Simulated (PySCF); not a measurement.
C4H9IZn, SMILES C[C](C)(C)[Zn][I], GFN2-xTB optimised geometry.

```
15

Zn    -0.93     0.05     0.00
I     -2.89     1.68     0.00
C      1.12     0.05     0.00
C      1.81    -1.28     0.29
C      1.55     0.58    -1.36
C      1.48     1.07     1.08
H      2.89    -1.13     0.29
H      1.57    -2.02    -0.47
H      1.52    -1.68     1.26
H      1.35    -0.14    -2.16
H      1.06     1.52    -1.61
H      2.63     0.76    -1.36
H      0.99     2.02     0.91
H      1.23     0.70     2.07
H      2.56     1.25     1.06
```

Density from PBE0/def2-TZVP, def2 effective core potentials past Kr in PySCF at that geometry. The core electrons that the potentials of I replace are not part of the density.

Minimum of the electron density along straight lines between bonded atoms, close to the bond critical point (lines longer than 1.1 times the sum of covalent radii, or with two minima, are not listed):

```json
[
 {"bond": "Zn1–I2", "length / Å": "2.550", "ρ at the minimum / e bohr⁻³": "[?]", "∇²ρ there / e bohr⁻⁵": "0.10", "position (fraction from the first atom)": "0.43"},
 {"bond": "Zn1–C3", "length / Å": "2.048", "ρ at the minimum / e bohr⁻³": "0.095", "∇²ρ there / e bohr⁻⁵": "[?]", "position (fraction from the first atom)": "0.49"},
 {"bond": "C3–C4", "length / Å": "1.524", "ρ at the minimum / e bohr⁻³": "0.248", "∇²ρ there / e bohr⁻⁵": "-0.61", "position (fraction from the first atom)": "0.50"},
 {"bond": "C3–C5", "length / Å": "1.527", "ρ at the minimum / e bohr⁻³": "0.246", "∇²ρ there / e bohr⁻⁵": "-0.60", "position (fraction from the first atom)": "0.50"},
 {"bond": "C3–C6", "length / Å": "1.527", "ρ at the minimum / e bohr⁻³": "0.245", "∇²ρ there / e bohr⁻⁵": "-0.60", "position (fraction from the first atom)": "0.50"},
 {"bond": "C4–H7", "length / Å": "1.093", "ρ at the minimum / e bohr⁻³": "0.275", "∇²ρ there / e bohr⁻⁵": "-0.93", "position (fraction from the first atom)": "0.64"},
 {"bond": "C4–H8", "length / Å": "1.088", "ρ at the minimum / e bohr⁻³": "0.279", "∇²ρ there / e bohr⁻⁵": "-0.96", "position (fraction from the first atom)": "0.64"},
 {"bond": "C4–H9", "length / Å": "1.088", "ρ at the minimum / e bohr⁻³": "0.279", "∇²ρ there / e bohr⁻⁵": "-0.96", "position (fraction from the first atom)": "0.64"},
 {"bond": "C5–H10", "length / Å": "1.089", "ρ at the minimum / e bohr⁻³": "0.279", "∇²ρ there / e bohr⁻⁵": "-0.95", "position (fraction from the first atom)": "0.64"},
 {"bond": "C5–H11", "length / Å": "1.092", "ρ at the minimum / e bohr⁻³": "0.277", "∇²ρ there / e bohr⁻⁵": "-0.94", "position (fraction from the first atom)": "0.64"},
 {"bond": "C5–H12", "length / Å": "1.092", "ρ at the minimum / e bohr⁻³": "0.275", "∇²ρ there / e bohr⁻⁵": "-0.93", "position (fraction from the first atom)": "0.64"},
 {"bond": "C6–H13", "length / Å": "1.092", "ρ at the minimum / e bohr⁻³": "0.277", "∇²ρ there / e bohr⁻⁵": "-0.94", "position (fraction from the first atom)": "0.64"},
 {"bond": "C6–H14", "length / Å": "1.090", "ρ at the minimum / e bohr⁻³": "0.278", "∇²ρ there / e bohr⁻⁵": "-0.95", "position (fraction from the first atom)": "0.64"},
 {"bond": "C6–H15", "length / Å": "1.092", "ρ at the minimum / e bohr⁻³": "0.275", "∇²ρ there / e bohr⁻⁵": "-0.93", "position (fraction from the first atom)": "0.64"}
]
```

**Question.** Complete the blanks.

**Answer.** 
- Zn1–I2, ρ at the minimum / e bohr⁻³: 0.060
- Zn1–C3, ∇²ρ there / e bohr⁻⁵: 0.16
